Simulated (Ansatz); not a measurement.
**Relaxing a trial structure of GeH6SiSn**

The starting geometry of this gas-phase singlet was optimised with GFN2-xTB.

```xyz
9

Ge    1.4942    0.3425   -0.5644
Si   -0.6378    1.3764   -0.2189
Sn    2.4861   -1.6915   -1.8355
H    -1.0842    2.1762   -1.3652
H    -0.6088    2.2782    0.9418
H    -1.6663    0.3629    0.0453
H     2.2653    1.6415   -1.0441
H     1.1617   -0.1403   -2.4232
H     1.0294   -2.6217   -1.2944
```

Predict what becomes of its bonds when it is optimised with r2SCAN-D4/def2-SVP.

A bond breaks, leaving `[SiH3][GeH2][SnH]`. Distances that change by over a tenth: Ge1–H8 (1.95 → 1.55 Å). Contacts that open: Sn3–H8 (2.12 → 3.58 Å).

The energy falls by 0.49 eV over 24 steps:

```json
{"step": "1", "E − E(last) (eV)": "0.485"}
{"step": "4", "E − E(last) (eV)": "0.146"}
{"step": "6", "E − E(last) (eV)": "0.134"}
{"step": "9", "E − E(last) (eV)": "0.101"}
{"step": "11", "E − E(last) (eV)": "0.047"}
{"step": "14", "E − E(last) (eV)": "0.007"}
{"step": "16", "E − E(last) (eV)": "0.002"}
{"step": "19", "E − E(last) (eV)": "0.000"}
{"step": "21", "E − E(last) (eV)": "0.000"}
{"step": "24", "E − E(last) (eV)": "0.000"}
```

Final geometry (Å):

```yaml
atoms:
  - { symbol: Ge, position_ang: [1.4102, 0.5395, -1.4513] }
  - { symbol: Si, position_ang: [-0.5801, 1.2361, -0.3245] }
  - { symbol: Sn, position_ang: [2.3159, -1.7366, -0.3704] }
  - { symbol: H, position_ang: [-1.0672, 2.5607, -0.8204] }
  - { symbol: H, position_ang: [-0.3269, 1.3543, 1.1460] }
  - { symbol: H, position_ang: [-1.6585, 0.2205, -0.5277] }
  - { symbol: H, position_ang: [2.4108, 1.7139, -1.3705] }
  - { symbol: H, position_ang: [1.0255, 0.3897, -2.9411] }
  - { symbol: H, position_ang: [0.9097, -2.5540, -1.0989] }
```

No frequencies were run, so the end isn't proven a minimum. Atoms past krypton carry core potentials, without spin–orbit terms. Run with Ansatz 0.2.0, 75 s on 2 threads of AMD EPYC 7R43 64-Core Processor (Zen 3) (shared host).
